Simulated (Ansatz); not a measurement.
Ansatz (an electronic-structure program) input for HO₃W, SMILES [O]=[W](=[O])[OH] (connectivity only; charge and spin as stated), neutral, multiplicity 2, PBE-D3(BJ)/def2-SVP. 

Ansatz 0.2 input:
```yaml
crystal:
  periodic: [false, false, false]
  atoms:
    - {symbol: W, position_ang: [0.00022458, 0.02590469, -0.00000000]}
    - {symbol: O, position_ang: [1.42300860, 0.94689709, 0.00000000]}
    - {symbol: O, position_ang: [-1.43168370, 0.93283370, 0.00000000]}
    - {symbol: O, position_ang: [0.00633502, -1.77628087, 0.00000000]}
    - {symbol: H, position_ang: [0.00210148, -2.74454667, 0.00000000]}
basis:
  gaussian:
    orbitals: def2-SVP
hamiltonian:
  xc: pbe
  dispersion: d3bj
magnetization: {spin_polarized: true, initial_magnetization: 1}
relax: {f_tol: 0.002, max_steps: 200}
```

It prints:

```
WARN ansatz: RAYON_NUM_THREADS=1 ignored (pool sized by the plan → 1); use --threads N
Functional definition: PBE
integrals: 0.02 GiB planned
794 factors; their error is unknown
mean field: 0.23 GiB planned
mean field evaluation 1: about -7956.5375 eV, gradient 7.4e1 eV
mean field evaluation 2: about -7688.7654 eV, gradient 2.3e2 eV
mean field evaluation 4: about -7973.6638 eV, gradient 2.5e1 eV
mean field evaluation 8: about -7976.0438 eV, gradient 3.1e-1 eV
mean field evaluation 16: about -7976.0038 eV, gradient 5.4e-4 eV
mean field -7976.00383714 eV, -293.1127346854 hartree, gradient 1.9e-5 eV, S^2 0.755736; 0 other end points of the search recorded, 0 dependent functions left out
the calculation of the forces begins
reference -7976.00389081 eV, -293.1127366575 hartree; 20, 19 occupied and 59, 60 virtual orbitals, 794 factors
relax step   1: F+E_penalty+E_count = -7976.08514179 eV  Δ(F+E_penalty+E_count) = +0.000e0 eV  max|allowed force component| = 3.273e0 eV/Å  Δτ_max = 0.0000 Å  (34 SCF iters, accepted)
these checks for a lower state are left out or cut short: starts, cluster_reference, orbital_swaps, neighbouring_geometries, increment
integrals: 0.02 GiB planned
794 factors; their error is unknown
mean field: 0.23 GiB planned
mean field -7976.22541394 eV, -293.1208774825 hartree, gradient 2.3e-5 eV, S^2 0.757522; 0 other end points of the search recorded, 0 dependent functions left out
the calculation of the forces begins
reference -7976.22546789 eV, -293.1208794653 hartree; 20, 19 occupied and 59, 60 virtual orbitals, 794 factors
relax step   2: F+E_penalty+E_count = -7976.30538954 eV  Δ(F+E_penalty+E_count) = -2.202e-1 eV  max|allowed force component| = 2.585e-1 eV/Å  Δτ_max = 0.0629 Å  (43 SCF iters, accepted)
these checks for a lower state are left out or cut short: starts, cluster_reference, orbital_swaps, neighbouring_geometries, increment
integrals: 0.02 GiB planned
794 factors; their error is unknown
mean field: 0.23 GiB planned
mean field evaluation 32: about -7976.2295 eV, gradient 1.2e-1 eV
mean field -7976.22952994 eV, -293.1210287427 hartree, gradient 1.2e-5 eV, S^2 0.757517; 0 other end points of the search recorded, 0 dependent functions left out
the calculation of the forces begins
reference -7976.22958379 eV, -293.1210307219 hartree; 20, 19 occupied and 59, 60 virtual orbitals, 794 factors
relax step   3: F+E_penalty+E_count = -7976.30943359 eV  Δ(F+E_penalty+E_count) = -4.044e-3 eV  max|allowed force component| = 1.477e-1 eV/Å  Δτ_max = 0.0183 Å  (35 SCF iters, accepted)
these checks for a lower state are left out or cut short: starts, cluster_reference, orbital_swaps, neighbouring_geometries, increment
integrals: 0.02 GiB planned
794 factors; their error is unknown
mean field: 0.23 GiB planned
mean field -7976.22987652 eV, -293.1210414794 hartree, gradient 1.1e-5 eV, S^2 0.757457; 0 other end points of the search recorded, 0 dependent functions left out
the calculation of the forces begins
reference -7976.22993034 eV, -293.1210434571 hartree; 20, 19 occupied and 59, 60 virtual orbitals, 794 factors
relax step   4: F+E_penalty+E_count = -7976.30977182 eV  Δ(F+E_penalty+E_count) = -3.382e-4 eV  max|allowed force component| = 1.026e-2 eV/Å  Δτ_max = 0.0046 Å  (37 SCF iters, accepted)
these checks for a lower state are left out or cut short: starts, cluster_reference, orbital_swaps, neighbouring_geometries, increment
integrals: 0.02 GiB planned
794 factors; their error is unknown
mean field: 0.23 GiB planned
mean field -7976.22987681 eV, -293.1210414901 hartree, gradient 3.3e-5 eV, S^2 0.757455; 0 other end points of the search recorded, 0 dependent functions left out
the calculation of the forces begins
reference -7976.22993063 eV, -293.1210434677 hartree; 20, 19 occupied and 59, 60 virtual orbitals, 794 factors
relax step   5: F+E_penalty+E_count = -7976.30977506 eV  Δ(F+E_penalty+E_count) = -3.239e-6 eV  max|allowed force component| = 4.728e-3 eV/Å  Δτ_max = 0.0003 Å  (23 SCF iters, accepted)
these checks for a lower state are left out or cut short: starts, cluster_reference, orbital_swaps, neighbouring_geometries, increment
integrals: 0.02 GiB planned
794 factors; their error is unknown
mean field: 0.23 GiB planned
mean field -7976.22988323 eV, -293.1210417261 hartree, gradient 6.9e-5 eV, S^2 0.757455; 0 other end points of the search recorded, 0 dependent functions left out
the calculation of the forces begins
reference -7976.22993705 eV, -293.1210437038 hartree; 20, 19 occupied and 59, 60 virtual orbitals, 794 factors
relax step   6: F+E_penalty+E_count = -7976.30978251 eV  Δ(F+E_penalty+E_count) = -7.451e-6 eV  max|allowed force component| = 1.048e-2 eV/Å  Δτ_max = 0.0011 Å  (24 SCF iters, accepted)
[...]
relax step  16: F+E_penalty+E_count = -7976.37818922 eV  Δ(F+E_penalty+E_count) = +1.991e-2 eV  max|allowed force component| = 2.822e-1 eV/Å  Δτ_max = 0.0899 Å  (40 SCF iters, rejected (line search))
these checks for a lower state are left out or cut short: starts, cluster_reference, orbital_swaps, neighbouring_geometries, increment
integrals: 0.02 GiB planned
794 factors; their error is unknown
mean field: 0.23 GiB planned
mean field -7976.31679997 eV, -293.1242358571 hartree, gradient 2.5e-5 eV, S^2 0.755507; 0 other end points of the search recorded, 0 dependent functions left out
the calculation of the forces begins
reference -7976.31685483 eV, -293.1242378733 hartree; 20, 19 occupied and 59, 60 virtual orbitals, 794 factors
relax step  17: F+E_penalty+E_count = -7976.39836365 eV  Δ(F+E_penalty+E_count) = -2.629e-4 eV  max|allowed force component| = 3.405e-1 eV/Å  Δτ_max = 0.0216 Å  (35 SCF iters, accepted)
these checks for a lower state are left out or cut short: starts, cluster_reference, orbital_swaps, neighbouring_geometries, increment
integrals: 0.02 GiB planned
794 factors; their error is unknown
mean field: 0.23 GiB planned
mean field -7976.31630956 eV, -293.1242178351 hartree, gradient 2.2e-5 eV, S^2 0.755111; 0 other end points of the search recorded, 0 dependent functions left out
the calculation of the forces begins
reference -7976.31636433 eV, -293.1242198477 hartree; 20, 19 occupied and 59, 60 virtual orbitals, 794 factors
relax step  18: F+E_penalty+E_count = -7976.39816194 eV  Δ(F+E_penalty+E_count) = +2.017e-4 eV  max|allowed force component| = 2.275e-1 eV/Å  Δτ_max = 0.0493 Å  (42 SCF iters, rejected (line search))
these checks for a lower state are left out or cut short: starts, cluster_reference, orbital_swaps, neighbouring_geometries, increment
integrals: 0.02 GiB planned
794 factors; their error is unknown
mean field: 0.23 GiB planned
mean field -7976.31966073 eV, -293.1243409883 hartree, gradient 1.4e-5 eV, S^2 0.755350; 0 other end points of the search recorded, 0 dependent functions left out
the calculation of the forces begins
reference -7976.31971556 eV, -293.1243430031 hartree; 20, 19 occupied and 59, 60 virtual orbitals, 794 factors
relax step  19: F+E_penalty+E_count = -7976.40136324 eV  Δ(F+E_penalty+E_count) = -3.000e-3 eV  max|allowed force component| = 5.234e-2 eV/Å  Δτ_max = 0.0241 Å  (35 SCF iters, accepted)
these checks for a lower state are left out or cut short: starts, cluster_reference, orbital_swaps, neighbouring_geometries, increment
integrals: 0.02 GiB planned
794 factors; their error is unknown
mean field: 0.23 GiB planned
mean field evaluation 160: about -7976.3198 eV, gradient 1.0e-4 eV
mean field -7976.31975771 eV, -293.1243445522 hartree, gradient 2.6e-5 eV, S^2 0.755361; 0 other end points of the search recorded, 0 dependent functions left out
the calculation of the forces begins
reference -7976.31981256 eV, -293.1243465679 hartree; 20, 19 occupied and 59, 60 virtual orbitals, 794 factors
relax step  20: F+E_penalty+E_count = -7976.40147380 eV  Δ(F+E_penalty+E_count) = -1.106e-4 eV  max|allowed force component| = 5.704e-2 eV/Å  Δτ_max = 0.0150 Å  (35 SCF iters, accepted)
these checks for a lower state are left out or cut short: starts, cluster_reference, orbital_swaps, neighbouring_geometries, increment
integrals: 0.02 GiB planned
794 factors; their error is unknown
mean field: 0.23 GiB planned
mean field -7976.31995025 eV, -293.1243516278 hartree, gradient 2.1e-5 eV, S^2 0.755320; 0 other end points of the search recorded, 0 dependent functions left out
the calculation of the forces begins
reference -7976.32000510 eV, -293.1243536435 hartree; 20, 19 occupied and 59, 60 virtual orbitals, 794 factors
relax step  21: F+E_penalty+E_count = -7976.40171830 eV  Δ(F+E_penalty+E_count) = -2.445e-4 eV  max|allowed force component| = 4.781e-2 eV/Å  Δτ_max = 0.0096 Å  (35 SCF iters, accepted)
these checks for a lower state are left out or cut short: starts, cluster_reference, orbital_swaps, neighbouring_geometries, increment
integrals: 0.02 GiB planned
794 factors; their error is unknown
mean field: 0.23 GiB planned
mean field -7976.31999138 eV, -293.1243531392 hartree, gradient 2.3e-5 eV, S^2 0.755296; 0 other end points of the search recorded, 0 dependent functions left out
the calculation of the forces begins
reference -7976.32004624 eV, -293.1243551553 hartree; 20, 19 occupied and 59, 60 virtual orbitals, 794 factors
relax step  22: F+E_penalty+E_count = -7976.40179933 eV  Δ(F+E_penalty+E_count) = -8.103e-5 eV  max|allowed force component| = 2.758e-2 eV/Å  Δτ_max = 0.0061 Å  (36 SCF iters, accepted)
these checks for a lower state are left out or cut short: starts, cluster_reference, orbital_swaps, neighbouring_geometries, increment
integrals: 0.02 GiB planned
794 factors; their error is unknown
mean field: 0.23 GiB planned
mean field -7976.32002256 eV, -293.1243542853 hartree, gradient 2.2e-5 eV, S^2 0.755326; 0 other end points of the search recorded, 0 dependent functions left out
the calculation of the forces begins
reference -7976.32007745 eV, -293.1243563025 hartree; 20, 19 occupied and 59, 60 virtual orbitals, 794 factors
relax step  23: F+E_penalty+E_count = -7976.40182839 eV  Δ(F+E_penalty+E_count) = -2.906e-5 eV  max|allowed force component| = 7.480e-3 eV/Å  Δτ_max = 0.0054 Å  (34 SCF iters, accepted)
these checks for a lower state are left out or cut short: starts, cluster_reference, orbital_swaps, neighbouring_geometries, increment
integrals: 0.02 GiB planned
794 factors; their error is unknown
mean field: 0.23 GiB planned
mean field -7976.32001785 eV, -293.1243541120 hartree, gradient 2.2e-5 eV, S^2 0.755316; 0 other end points of the search recorded, 0 dependent functions left out
the calculation of the forces begins
reference -7976.32007274 eV, -293.1243561292 hartree; 20, 19 occupied and 59, 60 virtual orbitals, 794 factors
relax step  24: F+E_penalty+E_count = -7976.40183187 eV  Δ(F+E_penalty+E_count) = -3.484e-6 eV  max|allowed force component| = 7.783e-3 eV/Å  Δτ_max = 0.0014 Å  (38 SCF iters, accepted)
these checks for a lower state are left out or cut short: starts, cluster_reference, orbital_swaps, neighbouring_geometries, increment
integrals: 0.02 GiB planned
794 factors; their error is unknown
mean field: 0.23 GiB planned
mean field evaluation 192: about -7976.3618 eV, gradient 1.8e-1 eV
mean field -7976.32002033 eV, -293.1243542032 hartree, gradient 3.8e-5 eV, S^2 0.755318; 0 other end points of the search recorded, 0 dependent functions left out
the calculation of the forces begins
reference -7976.32007522 eV, -293.1243562205 hartree; 20, 19 occupied and 59, 60 virtual orbitals, 794 factors
relax step  25: F+E_penalty+E_count = -7976.40183276 eV  Δ(F+E_penalty+E_count) = -8.847e-7 eV  max|allowed force component| = 1.257e-3 eV/Å  Δτ_max = 0.0003 Å  (24 SCF iters, accepted)
integrals: 0.02 GiB planned
794 factors; their error is unknown
mean field: 0.23 GiB planned
mean field -7976.32002033 eV, -293.1243542032 hartree, gradient 3.8e-5 eV, S^2 0.755318; 1 other end points of the search recorded, 0 dependent functions left out
the calculation of the forces begins
reference -7976.32007522 eV, -293.1243562205 hartree; 20, 19 occupied and 59, 60 virtual orbitals, 794 factors
Total energy: -7976.40188765 eV, -293.1273627718 hartree
Atom 0 at     0.060968     0.021495    -0.319960 Å, force    -0.000323     0.001257     0.000035 eV/Å
Atom 1 at     1.384495     1.010156     0.180600 Å, force     0.000028    -0.000247    -0.000049 eV/Å
Atom 2 at    -1.437289     0.777940     0.080822 Å, force     0.000186    -0.000237    -0.000112 eV/Å
Atom 3 at     0.278650    -1.858668    -0.149705 Å, force    -0.000128    -0.000878     0.000229 eV/Å
Atom 4 at    -0.286837    -2.566115     0.208242 Å, force     0.000237     0.000105    -0.000103 eV/Å
Dipole moment:    -0.159894    -0.745647    -0.220393 e Å
```

Self-consistency was reached.

Cost: about 110 core-seconds (a rough figure).
